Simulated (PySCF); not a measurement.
# Electronic structure of O (oxygen, neutral) at the UHF level

Configuration: [He] 2s2 2p4, high-spin 3P determinant. Calculation: PySCF 2.14, in cc-pVDZ (3s2p1d, 14 functions); no relativity, point nucleus.

* Total energy: -74.792166 hartree
* One-electron energy: -103.2770 hartree
* Hartree (Coulomb) energy: 36.7081 hartree
* Exchange energy: -8.2232 hartree
* Kinetic energy: 74.80562 hartree
* ⟨S²⟩: 2.0044
* ⟨L²⟩: 2.007
* Sum of ⟨r⟩: 7.562 bohr
* Sum of ⟨r²⟩: 10.89 bohr²
* Traceless quadrupole moment −½Σ⟨3z² − r²⟩ along its main axis: -0.862 e·bohr²
* Density at the nucleus (Gaussians lack the cusp): 299 bohr⁻³
* Spin density at the nucleus: 0.282 bohr⁻³
* Langevin diamagnetic susceptibility: -8.62 ×10⁻⁶ cm³/mol
* Time after the integrals: 0.05 s of wall time on 1 thread of Neoverse-V1 (shared host)

```tsv
shell	electrons	mean orbital energy (eV)	spread (eV)	rms radius, mean of both spins (bohr)
1s α	1	-563.33	0	0.231
1s β	1	-561.18	0	0.231
2s α	1	-38.300	0	1.25
2s β	1	-29.154	0	1.25
2p α	3	-18.059	2.629	1.38
2p β	1	-13.947	0	1.38
```
